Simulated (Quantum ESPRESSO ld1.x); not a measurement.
Results of a calculation; reference values are marked as such.
Task: Species: W4+. Configuration: [Xe] 4f14 5d2. Code: ld1.x of Quantum ESPRESSO 7.5. Model: scalar-relativistic Kohn-Sham, LDA (Slater exchange, VWN5 correlation), spin-polarised, spherical densities, point nucleus; open shells are filled with parallel spins first. Some entries of the table are withheld. Estimate them.

orbital,occ.,eigenvalue (eV),<1/r> (bohr^-1),<r> (bohr)
1s down,1,-69483.7,87.05,0.01835
1s up,1,-69483.7,87.05,0.01835
2s up,1,-12030.3,20.35,0.07761
2s down,1,-12030.2,20.35,0.07761
2p up,3,-10530.2,18.44,0.06946
2p down,3,-10530.1,18.44,0.06946
3s up,1,-2803.78,7.533,0.2012
3s down,1,-2803.73,7.533,0.2012
3p up,3,-2359.64,6.957,0.2014
3p down,3,-2359.59,6.957,0.2014
3d up,5,-1848.06,6.575,0.1824
3d down,5,-1847.98,6.575,0.1824
4s up,1,-612.463,3.205,0.4498
4s down,1,-612.355,3.205,0.4498
4p up,3,-466.724,2.911,0.4783
4p down,3,-466.615,2.911,0.4783
4d up,5,-282.031,2.590,0.5116
4d down,5,-281.896,2.590,0.5115
5s up,1,-122.937,(1),1.060
5s down,1,-121.928,(2),1.056
5p up,3,-86.5061,1.072,(3)
5p down,3,-85.2237,1.078,(4)
4f up,7,-77.2095,2.087,0.6058
4f down,7,-76.9426,2.092,0.6032
5d up,2,-44.5452,0.7702,1.659
5d down,0,-42.9505,0.7721,1.660

Result: 
(1) 5s up <1/r> (bohr^-1): 1.262
(2) 5s down <1/r> (bohr^-1): 1.268
(3) 5p up <r> (bohr): 1.224
(4) 5p down <r> (bohr): 1.219
